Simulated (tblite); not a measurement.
**Question.** Write Cartesian coordinates for InChI=1S/C9H9N/c1-2-5-8-6-3-4-7-9(8)10/h3-4,6-7H,10H2,1H3 as optimised with GFN2-xTB.

**Answer.** 
```
atom  x, y, z in Å
C1     3.280    0.784   -1.865
C2     2.098    0.397   -1.127
C3     1.123    0.061   -0.507
C4    -0.038   -0.322    0.208
C5    -0.107   -1.570    0.819
C6    -1.241   -1.956    1.508
C7    -2.321   -1.092    1.588
C8    -2.270    0.150    0.984
C9    -1.133    0.559    0.291
N10   -1.050    1.823   -0.251
H11    3.342    0.219   -2.796
H12    3.247    1.848   -2.100
H13    4.172    0.581   -1.273
H14    0.742   -2.235    0.741
H15   -1.284   -2.927    1.979
H16   -3.213   -1.387    2.121
H17   -3.115    0.821    1.047
H18   -1.919    2.296   -0.437
H19   -0.324    1.960   -0.936
```

Any rigid rotation of these coordinates is as good. Atoms count from 1 in this order. Of the pairs four or more bonds apart, C3···H19 is among the closest relative to their van der Waals radii: 2.43 Å, 84 % of the sum of Bondi's values. The 9 C–C bonds span 1.203 Å (C2≡C3, drawn triple) to 1.446 Å (C1–C2, drawn single), a spread of 0.243 Å. The 6-membered ring C4–C5–C6–C7–C8–C9 has internal angles of 118.7° to 120.8° (sum 720°, against 720° for a flat polygon); it is planar, 0.00 Å rms from its mean plane, widest ring torsion 0°. N10 (aniline-type nitrogen) has angles 116.9°, 115.8° and 115.6°, sum 348.3°, 0.22 Å off the plane of its three neighbours.

Bonds between heavy atoms (Å): C1–C2 1.446, C2≡C3 1.203, C3–C4 1.416, C4–C5 1.392, C5–C6 1.382, C6–C7 1.386, C7–C8 1.381, C8–C9 1.393, C9–N10 1.378, C4–C9 1.408.

The geometry is computed with GFN2-xTB (gas phase).

Its lowest GFN2-xTB frequency is 2i cm⁻¹, too small to tell a flat minimum from a shallow saddle. 2 starts were optimised and ended at 0.00 and 0.02 kcal/mol (GFN2-xTB); the lowest of these is shown.

Time: 0.47 s of wall time. Hardware: Arm Neoverse V1, one thread, shared host with 32 logical CPUs at a one-minute load of 19. These figures are those of the optimisation.
